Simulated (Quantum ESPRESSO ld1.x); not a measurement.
Input file for ld1.x (Quantum ESPRESSO 7.5):

```
 &input
    zed=59.0,
    iswitch=1,
    rel=1,
    dft='BP',
    config='[Kr] 4d10 4f2 5s1 5p6 6s1 5d0 6p0 7s0 5f0',
    verbosity='high',
    prefix='ld1',
    max_out_wfc=37,
    file_charge='ld1.rho',
 /
```

Command: `OMP_NUM_THREADS=1 ld1.x < ld1.in > ld1.out`

Output:

```
     Program LD1 v.7.5 starts

     --------------------------- All-electron run ----------------------------

     scalar relativistic calculation

     atomic number is 59.00
     dft =BP   lsd =0 sic =0 latt =0  beta=0.20 tr2=1.0E-14
     Exchange-correlation= BP
                           (   1   1   1   1   0   0   0)
     mesh =2087 r(mesh) = 100.53064 a.u. xmin = -8.00 dx = 0.00800
     1 Ry =  13.60569312 eV, c = 137.03599908

     n l     nl                  e(Ry)          e(Ha)          e(eV)
     1 0     1S 1( 2.00)   -3076.766519676   -1538.383259838 -41861.5410778
     2 0     2S 1( 2.00)    -497.292166403    -248.646083202  -6766.0046086
     2 1     2P 1( 6.00)    -445.240484024    -222.620242012  -6057.8053916
     3 0     3S 1( 2.00)    -109.508888573     -54.754444286  -1489.9443322
     3 1     3P 1( 6.00)     -93.024719452     -46.512359726  -1265.6657857
     4 0     4S 1( 2.00)     -23.967818243     -11.983909121   -326.0987798
     4 1     4P 1( 6.00)     -18.569706245      -9.284853123   -252.6537246
     3 2     3D 1(10.00)     -69.881769873     -34.940884937   -950.7899158
     4 2     4D 1(10.00)     -10.844035771      -5.422017885   -147.5406229
     4 3     4F 1( 2.00)      -2.660875151      -1.330437576    -36.2030507
     5 0     5S 1( 1.00)      -5.219044268      -2.609522134    -71.0087147
     5 1     5P 1( 6.00)      -3.811659968      -1.905829984    -51.8602758
     6 0     6S 1( 1.00)      -1.717998377      -0.858999188    -23.3745587
     5 2     5D 1( 0.00)      -2.021399491      -1.010699746    -27.5025412
     6 1     6P 1( 0.00)      -1.348213947      -0.674106974    -18.3433852
     7 0     7S 1( 0.00)      -0.815083100      -0.407541550    -11.0897705
     5 3     5F 1( 0.00)      -0.804801850      -0.402400925    -10.9498870

     final scf error:  4.7E-15 reached in  33 iterations

     Etot =  -18471.315198 Ry,   -9235.657599 Ha, -251315.046166 eV

     Ekin =   19619.408850 Ry,    9809.704425 Ha,  266935.656068 eV
     Encl =  -44663.213260 Ry,  -22331.606630 Ha, -607673.973498 eV
     Eh   =    7004.226321 Ry,    3502.113160 Ha,   95297.353885 eV
     Exc  =    -431.737109 Ry,    -215.868555 Ha,   -5874.082621 eV

     normalization and overlap integrals

     s(1S/1S) =  1.000000  <r> =   0.0241  <r2> =    0.0008  r(max) =   0.0154
     s(1S/2S) = -0.019096
     s(1S/3S) = -0.008195
     s(1S/4S) = -0.003902
     s(1S/5S) = -0.001678
     s(1S/6S) = -0.000764
     s(1S/7S) = -0.000451
     s(2S/2S) =  1.000000  <r> =   0.1031  <r2> =    0.0125  r(max) =   0.0874
     s(2S/3S) = -0.005106
     s(2S/4S) = -0.002330
     s(2S/5S) = -0.000994
     s(2S/6S) = -0.000452
     s(2S/7S) = -0.000267
     s(2P/2P) =  1.000000  <r> =   0.0905  <r2> =    0.0100  r(max) =   0.0704
     s(2P/3P) = -0.004136
     s(2P/4P) = -0.001786
     s(2P/5P) = -0.000706
     s(2P/6P) = -0.000321
     s(3S/3S) =  1.000000  <r> =   0.2723  <r2> =    0.0847  r(max) =   0.2492
     s(3S/4S) = -0.001618
     s(3S/5S) = -0.000669
     s(3S/6S) = -0.000303
     s(3S/7S) = -0.000178
     s(3P/3P) =  1.000000  <r> =   0.2704  <r2> =    0.0848  r(max) =   0.2433
     s(3P/4P) = -0.001382
     s(3P/5P) = -0.000530
     s(3P/6P) = -0.000240
     s(4S/4S) =  1.000000  <r> =   0.6212  <r2> =    0.4352  r(max) =   0.5772
     s(4S/5S) = -0.000447
     s(4S/6S) = -0.000198
     s(4S/7S) = -0.000116
     s(4P/4P) =  1.000000  <r> =   0.6574  <r2> =    0.4911  r(max) =   0.6056
     s(4P/5P) = -0.000357
     s(4P/6P) = -0.000159
     s(3D/3D) =  1.000000  <r> =   0.2475  <r2> =    0.0722  r(max) =   0.2008
     s(3D/4D) = -0.000986
     s(3D/5D) = -0.000307
     s(4D/4D) =  1.000000  <r> =   0.7218  <r2> =    0.6037  r(max) =   0.6354
     s(4D/5D) = -0.000218
     s(4F/4F) =  1.000000  <r> =   0.9785  <r2> =    1.2094  r(max) =   0.6720
     s(4F/5F) = -0.000083
     s(5S/5S) =  1.000000  <r> =   1.4467  <r2> =    2.3427  r(max) =   1.3264
     s(5S/6S) = -0.000110
     s(5S/7S) = -0.000063
     s(5P/5P) =  1.000000  <r> =   1.6418  <r2> =    3.0314  r(max) =   1.4718
     s(5P/6P) = -0.000084
     s(6S/6S) =  1.000000  <r> =   3.2143  <r2> =   11.4698  r(max) =   3.0236
     s(6S/7S) = -0.000035
     s(5D/5D) =  1.000000  <r> =   2.1943  <r2> =    5.4823  r(max) =   1.8860
     s(6P/6P) =  1.000000  <r> =   3.7097  <r2> =   15.2950  r(max) =   3.4920
     s(7S/7S) =  1.000000  <r> =   5.9947  <r2> =   39.9178  r(max) =   5.9683
     s(5F/5F) =  1.000000  <r> =   4.2093  <r2> =   20.1313  r(max) =   3.7527

     ------------------------ End of All-electron run ------------------------
```

Run on one thread of a shared host, so times are rough (Intel(R) Xeon(R) Processor @ 2.60GHz): 0.74 s of CPU time, 0.78 s wall, 33 iterations on 2087 mesh points.
